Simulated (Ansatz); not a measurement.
## Nudged elastic band run: C2H4AlN

The input (input.yaml):

```yaml
crystal:
  periodic: [false, false, false]
  atoms:
    - { symbol: C, position_ang: [-0.220831, 2.088587, 0.373675] }
    - { symbol: C, position_ang: [-0.081881, 0.79411, 0.14244] }
    - { symbol: "N", position_ang: [0.044669, -0.386352, -0.068621] }
    - { symbol: Al, position_ang: [0.249168, -2.140797, -0.394864] }
    - { symbol: H, position_ang: [-0.602741, 2.741768, -0.409874] }
    - { symbol: H, position_ang: [0.047896, 2.49828, 1.346481] }
    - { symbol: H, position_ang: [-0.154504, -2.635827, -1.844247] }
    - { symbol: H, position_ang: [0.810424, -3.01707, 0.79921] }
basis:
  gaussian: { orbitals: cc-pVDZ }
hamiltonian:
  xc: pbe0
  dispersion: d4
neb:
  order_check: false
  images: 5
  f_tol: 0.05
  max_iterations: 60
  final_atoms:
    - { symbol: C, position_ang: [-0.22102331, 2.08831919, 0.37528612] }
    - { symbol: C, position_ang: [-0.07875785, 0.7951089, 0.13893708] }
    - { symbol: "N", position_ang: [0.05106318, -0.38418851, -0.07669059] }
    - { symbol: Al, position_ang: [0.24846909, -2.1406531, -0.39623277] }
    - { symbol: H, position_ang: [0.03484535, 2.49263005, 1.35382277] }
    - { symbol: H, position_ang: [-0.59325304, 2.74573915, -0.4093444] }
    - { symbol: H, position_ang: [-0.14881311, -2.63983633, -1.84591712] }
    - { symbol: H, position_ang: [0.7996697, -3.01442033, 0.80433891] }
  initial_path:
    images:
      - { positions_ang: [[-0.220831, 2.088587, 0.373675], [-0.081881, 0.79411, 0.14244], [0.044669, -0.386352, -0.068621], [0.249168, -2.140797, -0.394864], [-0.602741, 2.741768, -0.409874], [0.047896, 2.49828, 1.346481], [-0.154504, -2.635827, -1.844247], [0.810424, -3.01707, 0.79921]] }
      - { positions_ang: [[-0.23496148, 2.00258825, 0.3560069], [0.08606039, 0.79387937, 0.15812754], [0.397532, -0.34124045, -0.03260067], [0.26304724, -2.06531707, -0.38606834], [-0.86536321, 2.42542262, -0.16240568], [0.09177391, 2.61054414, 1.07771772], [-0.1271297, -2.50624827, -1.85996802], [0.48124086, -2.97692959, 0.79339055]] }
      - { positions_ang: [[-0.24909196, 1.9165895, 0.3383388], [0.25400177, 0.79364874, 0.17381507], [0.750395, -0.29612891, 0.00341967], [0.27692649, -1.98983714, -0.37727268], [-1.12798543, 2.10907725, 0.08506263], [0.13565181, 2.72280828, 0.80895445], [-0.0997554, -2.37666954, -1.87568903], [0.15205772, -2.93678918, 0.7875711]] }
      - { positions_ang: [[-0.26322245, 1.83059075, 0.32067069], [0.42194316, 0.79341811, 0.18950261], [1.103258, -0.25101736, 0.03944], [0.29080573, -1.9143572, -0.36847702], [-1.39060764, 1.79273187, 0.33253095], [0.17952972, 2.83507242, 0.54019117], [-0.0723811, -2.2470908, -1.89141005], [-0.17712542, -2.89664877, 0.78175166]] }
      - { positions_ang: [[-0.24915607, 1.91650023, 0.33887584], [0.25504282, 0.7939817, 0.17264743], [0.75252639, -0.29540774, 0.0007298], [0.27669352, -1.98978917, -0.37772894], [-0.91545664, 2.02603126, 0.67296156], [-0.07806453, 2.80529466, 0.22367931], [-0.09785844, -2.37800598, -1.87624574], [0.14847295, -2.93590596, 0.78928074]] }
      - { positions_ang: [[-0.23508969, 2.00240971, 0.35708098], [0.08814248, 0.7945453, 0.15579226], [0.40179479, -0.33979813, -0.03798039], [0.2625813, -2.06522114, -0.38698085], [-0.44030565, 2.25933066, 1.01339216], [-0.33565879, 2.7755169, -0.09283255], [-0.12333578, -2.50892116, -1.86108143], [0.47407133, -2.97516315, 0.79680982]] }
      - { positions_ang: [[-0.22102331, 2.08831919, 0.37528612], [-0.07875785, 0.7951089, 0.13893708], [0.05106318, -0.38418851, -0.07669059], [0.24846909, -2.1406531, -0.39623277], [0.03484535, 2.49263005, 1.35382277], [-0.59325304, 2.74573915, -0.4093444], [-0.14881311, -2.63983633, -1.84591712], [0.7996697, -3.01442033, 0.80433891]] }
```

Command:

```bash
$ ansatz run input.yaml --threads 1 --pin off --max-ram 2048MiB --backend cpu --events-out ev --progress --plain --runs-dir out
```

Output, in part (warnings, iteration lines, the closing report on the highest movable image, with atoms numbered from 0):

```
NEB end point (image 0): max|allowed force component| = 3.254e-3 eV/Å (the criterion of neb.relax_end_points is 1.000e-2)
NEB end point (image 6): max|allowed force component| = 3.153e-3 eV/Å (the criterion of neb.relax_end_points is 1.000e-2)
NEB iter   1: max|band force component| = 3.388e1 eV/Å  barrier→ = 6.5797 eV  barrier← = 6.5798 eV  Δτ_max = 0.2000 Å  (189 SCF iters)
NEB iter   2: max|band force component| = 3.448e0 eV/Å  barrier→ = 1.2465 eV  barrier← = 1.2465 eV  Δτ_max = 0.1910 Å  (164 SCF iters)
NEB iter   3: max|band force component| = 2.134e0 eV/Å  barrier→ = 0.5866 eV  barrier← = 0.5866 eV  Δτ_max = 0.1840 Å  (154 SCF iters)
NEB iter   4: max|band force component| = 9.410e-1 eV/Å  barrier→ = 0.4787 eV  barrier← = 0.4787 eV  Δτ_max = 0.2000 Å  (153 SCF iters)
NEB iter   5: max|band force component| = 8.427e-1 eV/Å  barrier→ = 0.3985 eV  barrier← = 0.3985 eV  Δτ_max = 0.2000 Å  (156 SCF iters)
NEB iter   6: max|band force component| = 9.306e-1 eV/Å  barrier→ = 0.3461 eV  barrier← = 0.3462 eV  Δτ_max = 0.1026 Å  (154 SCF iters)
NEB iter   7: max|band force component| = 6.268e-1 eV/Å  barrier→ = 0.3270 eV  barrier← = 0.3270 eV  Δτ_max = 0.1017 Å  (155 SCF iters)
NEB iter   8: max|band force component| = 3.320e-1 eV/Å  barrier→ = 0.3134 eV  barrier← = 0.3134 eV  CI = image 3  Δτ_max = 0.1011 Å  (155 SCF iters)
NEB iter   9: max|band force component| = 4.113e-1 eV/Å  barrier→ = 0.3072 eV  barrier← = 0.3072 eV  CI = image 3  Δτ_max = 0.0504 Å  (155 SCF iters)
NEB iter  10: max|band force component| = 2.075e-1 eV/Å  barrier→ = 0.3048 eV  barrier← = 0.3049 eV  CI = image 3  Δτ_max = 0.0503 Å  (156 SCF iters)
NEB iter  11: max|band force component| = 3.502e-1 eV/Å  barrier→ = 0.3034 eV  barrier← = 0.3035 eV  CI = image 3  Δτ_max = 0.0251 Å  (156 SCF iters)
NEB iter  12: max|band force component| = 1.429e-1 eV/Å  barrier→ = 0.3014 eV  barrier← = 0.3015 eV  CI = image 3  Δτ_max = 0.0500 Å  (158 SCF iters)
NEB iter  13: max|band force component| = 1.098e-1 eV/Å  barrier→ = 0.2994 eV  barrier← = 0.2994 eV  CI = image 3  Δτ_max = 0.0497 Å  (153 SCF iters)
NEB iter  14: max|band force component| = 7.857e-2 eV/Å  barrier→ = 0.2973 eV  barrier← = 0.2974 eV  CI = image 3  Δτ_max = 0.0474 Å  (151 SCF iters)
NEB iter  15: max|band force component| = 9.284e-2 eV/Å  barrier→ = 0.2945 eV  barrier← = 0.2946 eV  CI = image 3  Δτ_max = 0.0496 Å  (158 SCF iters)
NEB iter  16: max|band force component| = 9.018e-2 eV/Å  barrier→ = 0.2908 eV  barrier← = 0.2908 eV  CI = image 3  Δτ_max = 0.0497 Å  (156 SCF iters)
NEB iter  17: max|band force component| = 1.030e-1 eV/Å  barrier→ = 0.2861 eV  barrier← = 0.2861 eV  CI = image 3  Δτ_max = 0.0251 Å  (156 SCF iters)
NEB iter  18: max|band force component| = 1.042e-1 eV/Å  barrier→ = 0.2835 eV  barrier← = 0.2835 eV  CI = image 3  Δτ_max = 0.0251 Å  (162 SCF iters)
NEB iter  19: max|band force component| = 1.132e-1 eV/Å  barrier→ = 0.2810 eV  barrier← = 0.2810 eV  CI = image 3  Δτ_max = 0.0250 Å  (161 SCF iters)
NEB iter  20: max|band force component| = 1.169e-1 eV/Å  barrier→ = 0.2784 eV  barrier← = 0.2785 eV  CI = image 3  Δτ_max = 0.0249 Å  (159 SCF iters)
NEB iter  21: max|band force component| = 1.203e-1 eV/Å  barrier→ = 0.2760 eV  barrier← = 0.2760 eV  CI = image 3  Δτ_max = 0.0494 Å  (161 SCF iters)
NEB iter  22: max|band force component| = 1.146e-1 eV/Å  barrier→ = 0.2715 eV  barrier← = 0.2715 eV  CI = image 3  Δτ_max = 0.0443 Å  (145 SCF iters)
NEB iter  23: max|band force component| = 1.094e-1 eV/Å  barrier→ = 0.2675 eV  barrier← = 0.2676 eV  CI = image 3  Δτ_max = 0.0515 Å  (153 SCF iters)
NEB iter  24: max|band force component| = 8.262e-2 eV/Å  barrier→ = 0.2638 eV  barrier← = 0.2639 eV  CI = image 3  Δτ_max = 0.0689 Å  (159 SCF iters)
NEB iter  25: max|band force component| = 1.998e-1 eV/Å  barrier→ = 0.2631 eV  barrier← = 0.2631 eV  CI = image 3  Δτ_max = 0.0344 Å  (158 SCF iters)
NEB iter  26: max|band force component| = 6.533e-2 eV/Å  barrier→ = 0.2578 eV  barrier← = 0.2579 eV  CI = image 3  Δτ_max = 0.0695 Å  (159 SCF iters)
NEB iter  27: max|band force component| = 2.742e-1 eV/Å  barrier→ = 0.2564 eV  barrier← = 0.2565 eV  CI = image 3  Δτ_max = 0.0342 Å  (156 SCF iters)
NEB iter  28: max|band force component| = 7.297e-2 eV/Å  barrier→ = 0.2557 eV  barrier← = 0.2558 eV  CI = image 3  Δτ_max = 0.0677 Å  (160 SCF iters)
NEB iter  29: max|band force component| = 1.844e-1 eV/Å  barrier→ = 0.2553 eV  barrier← = 0.2553 eV  CI = image 3  Δτ_max = 0.0264 Å  (147 SCF iters)
NEB iter  30: max|band force component| = 4.768e-2 eV/Å  barrier→ = 0.2551 eV  barrier← = 0.2551 eV  CI = image 3  Δτ_max = 0.0000 Å  (271 SCF iters)
Total energy: -10217.63939988 eV, -375.4913221808 hartree
Atom 0 at    -0.243255     1.981010     0.245070 Å, force     0.000408    -0.002813     0.000157 eV/Å
Atom 1 at    -0.073995     0.686593     0.449622 Å, force    -0.001309     0.011507    -0.010216 eV/Å
Atom 2 at     0.081348    -0.495276     0.701467 Å, force     0.001186    -0.007919     0.022006 eV/Å
Atom 3 at     0.266691    -2.004055    -0.329564 Å, force    -0.000007    -0.000936    -0.009265 eV/Å
Atom 4 at    -1.249080     2.392405     0.169777 Å, force     0.000160    -0.000564    -0.001460 eV/Å
Atom 5 at     0.623497     2.634085     0.151025 Å, force    -0.000216    -0.000247    -0.001356 eV/Å
Atom 6 at     0.236692    -1.894482    -1.916446 Å, force    -0.000276     0.002037     0.000848 eV/Å
Atom 7 at     0.450302    -3.357580     0.473249 Å, force     0.000054    -0.001065    -0.000714 eV/Å
Dipole moment:     0.014940    -0.129788    -0.186524 e Å
```

It converged. A vibrational analysis at the climbing image gives one clearly imaginary mode, 221i cm⁻¹: a first-order saddle point.

Final band:

```csv
image,path coordinate (Å),energy (eV)
0,0.00,0.000
1,0.75,0.068
2,1.50,0.200
3,2.25,0.255
4,3.00,0.199
5,3.76,0.067
6,4.51,0.000
```

The run took 12 min on 1 thread of Arm Neoverse N1, with other jobs on the host, peak memory 0.17 GiB.
